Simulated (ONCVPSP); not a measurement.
What the settings do to the ONCV potential of praseodymium (Pr)

Base potential:

| Property | Result |
| --- | --- |
| Element | Pr (Z = 59) |
| Generator | ONCVPSP 4.0.1 |
| Type | optimised norm-conserving Vanderbilt (ONCV) |
| Functional | LDA (Perdew-Wang 92) |
| Relativity | scalar-relativistic |
| Frozen core | [Kr] 4d10 |
| Valence charge | 13 |
| Reference configuration | 4f3 5s2 5p6 6s1.5 6p0.5 |
| Partial waves | 5s+6s: rc 2.65 bohr, ncon 4, nbas 7, qcut 5 1/bohr, 3 projectors, debl 1.3 Ha; 5p+6p: rc 2.80 bohr, ncon 4, nbas 7, qcut 5.1 1/bohr, 2 projectors; d scattering state at 0.08 Ha: rc 2.25 bohr, ncon 4, nbas 9, qcut 5.1 1/bohr, 2 projectors, debl 3.4 Ha; 4f: rc 1.05 bohr, ncon 4, nbas 9, qcut 18.1 1/bohr, 2 projectors, debl 1.7 Ha |
| Local potential | polynomial inside 0.85 bohr (lpopt 4, dvloc0 0 Ha) |
| Core correction | none |

In the d channel the program set the typed energies aside and used 0.050, 3.450 Ha.

Cutoffs, loose and tight: the cutoffs (Ha) at which the residual kinetic energy of the hardest occupied pseudo-wave falls to 1 and 0.1 mHa per electron. They do not see the model core or the augmentation charge, which bear on the density cutoff. Test errors are all-electron minus pseudo excitation energies from the reference, over the configurations 4f3 5s2 5p6 6s2 6p0; 4f3 5s2 5p6 6s1 6p0; 4f3 5s2 5p6 6s0 6p0; 4f2 5s2 5p6 6s2 6p0. A dash means not determined; rows that change the core or the reference have their own tests.

A true bound ghost makes a file unfit for plane-wave use even where its test errors are small: the radial tests pick states by their node count and pass the ghost by.

| change | outcome | cutoff, loose | cutoff, tight | bound ghosts | GHOST(+) flags above zero | largest test error (meV) |
| --- | --- | --- | --- | --- | --- | --- |
| base | generated, projector energies reset by the program | 119 Ha | 142 Ha | s, p | d | tests left out (the all-electron energies of this program are off by 10 to 40 meV for near-neutral 4f atoms) |
| local potential polynomial inside 0.85 bohr (lpopt 4, dvloc0 -2.5 Ha) | generated, projector energies reset by the program | 119 Ha | 142 Ha | s, p | d | tests left out (the all-electron energies of this program are off by 10 to 40 meV for near-neutral 4f atoms) |
| local potential polynomial inside 0.85 bohr (lpopt 4, dvloc0 1.5 Ha) | generated, projector energies reset by the program | 119 Ha | 142 Ha | s, p | d | tests left out (the all-electron energies of this program are off by 10 to 40 meV for near-neutral 4f atoms) |
| local potential polynomial inside 0.85 bohr (lpopt 4, dvloc0 4 Ha) | generated, projector energies reset by the program | 119 Ha | 142 Ha | s | p | tests left out (the all-electron energies of this program are off by 10 to 40 meV for near-neutral 4f atoms) |
| local potential polynomial inside 0.85 bohr (lpopt 4, dvloc0 5 Ha) | generated, projector energies reset by the program | 119 Ha | 142 Ha | s | p | tests left out (the all-electron energies of this program are off by 10 to 40 meV for near-neutral 4f atoms) |
| local potential polynomial inside 0.85 bohr (lpopt 4, dvloc0 7.5 Ha) | generated, projector energies reset by the program | 119 Ha | 142 Ha | s | p | tests left out (the all-electron energies of this program are off by 10 to 40 meV for near-neutral 4f atoms) |
| local potential polynomial inside 0.85 bohr (lpopt 4, dvloc0 9 Ha) | generated, projector energies reset by the program | 119 Ha | 142 Ha | none | s, p | tests left out (the all-electron energies of this program are off by 10 to 40 meV for near-neutral 4f atoms) |

Reading the sweep of the dvloc0 (base included, trends over the rows without a ghost): Bound ghosts are found at -2.5, 0, 1.5, 4, 5, 7.5 Ha.
